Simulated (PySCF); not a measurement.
Input file for PySCF: R-B3LYP/6-31G* on F2GaHO (SMILES [OH][Ga]([F])[F]), a point of a torsion scan.

```python
from pyscf import gto, scf, dft, mp
from pyscf.data.elements import chemcore

mol = gto.M(
    atom='''
    O     1.26751950   -0.33934282   -0.35220176
    Ga   -0.42477210   -0.00305476   -0.44490824
    F    -1.19861619    0.81340705    0.88543706
    F    -1.40323464   -0.43643287   -1.79865343
    H     1.69952685   -0.04673943    0.45541071
    ''',
    basis='6-31g*',
    cart=True,
    charge=0, spin=0, verbose=3, max_memory=1800)
mf = dft.RKS(mol, xc='b3lyp')
mf.conv_tol = 1e-8
mf.max_cycle = 100
mf.kernel()
if not mf.converged:
    mf = mf.newton().run(mf.mo_coeff, mf.mo_occ)
```

Output:

```
converged SCF energy = -2200.22650030176
```

The run converged.

Cost: very roughly 8 core-seconds.
